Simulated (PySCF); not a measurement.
## Ionisation energy of C²⁺ by level of theory

C²⁺ [He] 2s2 (1S) → C³⁺ [He] 2s1 (2S), as a difference of total energies. All numbers are calculated (PySCF 2.14, the non-relativistic Hamiltonian (point nucleus), in aug-cc-pwCVQZ (9s8p6d4f2g, 109 functions)). Correlated levels: valence: 1s2 frozen; valence and next inner shell: nothing frozen. The calculations carry no spin-orbit coupling.

```
                                method  ionisation energy (eV)
                                   UHF                  45.779
                                   PBE                  47.106
                                  PBE0                  47.041
                                r2SCAN                  46.616
                             CAM-B3LYP                  47.208
                               r2SCAN0                  46.689
                         MP2 (valence)                  47.034
                     SCS-MP2 (valence)                  47.285
    MP2 (valence and next inner shell)                  47.109
SCS-MP2 (valence and next inner shell)                  47.351
```

Q: Estimate what LDA gives.

A: 46.949 eV, closest to MP2 (valence) among the rows shown.

Q: Estimate what TPSSh gives.

A: 47.118 eV, closest to MP2 (valence and next inner shell) among the rows shown.

Errors of the correlated levels include the incompleteness of this basis and the frozen core.

MP2 underrates the near-degeneracy of ns² with np² in the lower species.

For comparison: 47.888 eV (measured; NIST Atomic Spectra Database, ionization energies).
